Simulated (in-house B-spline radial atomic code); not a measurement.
A fraction x of an electron is moved 4d → 4f in Ce, starting from [Xe] 4f1 5d1 6s2 and keeping the highest spin. Computed with a B-spline radial code for spherical atoms: scalar-relativistic (X2C) LDA VWN5, spin-polarised, spherical fractional occupations, Fermi nucleus of rms radius 4.8771 fm.

| x | E(x) - E(0) (eV) | 4d down level (eV) | 4f up level (eV) |
| --- | --- | --- | --- |
| 0 | 0.0000 | -109.855 | -5.991 |
| 0.125 | 12.9775 | -110.044 | -6.269 |
| 0.25 | ? | ? | ? |
| 0.375 | ? | ? | ? |
| 0.5 | 51.8382 | -110.552 | -7.077 |
| 0.625 | 64.7658 | -110.704 | -7.338 |
| 0.75 | 77.6795 | -110.848 | -7.596 |
| 0.875 | 90.5787 | -110.984 | -7.851 |
| 1 | 103.4628 | -111.113 | -8.102 |

Problem. What belongs in the row x = 0.25?

Solution. An energy change of 25.9434 eV; 4d down at -110.222 eV, 4f up at -6.542 eV.

Problem. What belongs in the row x = 0.375?

Solution. An energy change of 38.8972 eV; 4d down at -110.392 eV, 4f up at -6.812 eV.

Problem. Check Janak's theorem between x = 0.5 and 0.625.

Solution. The slope of the energy is 103.42 eV; the orbital levels give 103.42 eV (ε of the receiving orbital less ε of the emptying one, averaged over the two points).
